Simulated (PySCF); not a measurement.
Si(H)(F)(Cl)(Me) (CH4ClFSi), SMILES C[SiH](F)Cl.

Geometry optimised at ωB97X-D3(BJ)/def2-SVP.

Level of theory: PySCF with B3LYP/def2-TZVP.

Gas-phase values at a fixed geometry.

```
Item                                                                                                           Result
---------------------------------------------------------------------------------------------  ----------------------
total energy                                                                                       -890.30566 hartree
highest occupied level                                                                                       -8.76 eV
lowest empty level                                                                                            0.40 eV
orbital gap                                                                                                   9.16 eV
dipole moment                                                                                                  2.15 D
quadrupole, principal values (traceless, Buckingham form, about the centre of nuclear charge)   -4.09, 1.47, 2.62 D·Å
mean static polarisability                                                                       47.4 bohr³ (7.03 Å³)
polarisability, principal values                                                               41.0, 45.9, 55.3 bohr³
```
